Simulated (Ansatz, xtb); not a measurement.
Breaking the B1–H2 bond in BH3Se (SMILES B[SeH]) (multiplicity 1 held, fragments rigid). Energies count from the point at 1.186 Å.
Geometry at that point (charge 0, multiplicity 1):
```tsv
atom	x (Å)	y (Å)	z (Å)
B	0.4501	-0.0398	-1.5025
H	-0.2892	-0.5600	-2.2704
H	1.4866	0.4372	-1.8194
Se	-0.1317	-0.0109	0.3152
H	1.0302	0.6917	0.8871
```

Restricted levels (R-, RO-) in cc, def2 and unpolarised 6-31G sets keep to the state of the molecule at rest. U- levels take the lowest unrestricted solution at each point, which mixes spins at long bonds. Active spaces are followed from a long bond inwards. Curves can end on different states.

Correlated levels freeze the cores. Filled d and f shells under p-block atoms count as core.

Programs: Ansatz (an electronic-structure program) with Gaussian orbitals; xtb for the GFN methods.  The GFN methods have no spin term and hold the electronic entropy of 300 K.

Energies in eV.

```tsv
R (Å)	GFN2-xTB	R-HF/cc-pVTZ	U-r2SCAN/cc-pVTZ	R-SCS-MP2/cc-pVTZ	R-CCSD/cc-pVTZ	FIC-MRCISD+Q on CASSCF(2,2)/cc-pVTZ
0.949	1.03	1.07	1.07	1.07	1.07	1.08
1.067	0.15	0.21	0.22	0.21	0.22	0.22
1.186	0.00	0.00	0.00	0.00	0.00	0.00
1.305	0.17	0.16	0.13	0.15	0.14	0.14
1.423	0.48	0.52	0.46	0.49	0.47	0.46
1.601	1.05	1.23	1.11	1.17	1.13	1.11
1.779	1.69	2.02	1.81	1.90	1.83	1.80
2.076	2.70	3.27	2.91	3.06	2.91	2.84
2.372	3.57	4.37	3.71	4.02	3.75	3.62
2.728	4.38	5.46	4.16	4.91	4.45	4.22
3.202	5.06	6.57	4.43	5.66	4.94	4.59
3.795	5.46	7.55	4.55	6.05	5.18	4.73
```

Doubts at one or more of the structures used: a restricted determinant that unrestricted orbitals would lower (R-HF/cc-pVTZ, R-SCS-MP2/cc-pVTZ, R-CCSD/cc-pVTZ); a spin-contaminated determinant (U-r2SCAN/cc-pVTZ); other coupled-cluster roots lie near (R-CCSD/cc-pVTZ); T1 above 0.05 (R-CCSD/cc-pVTZ).
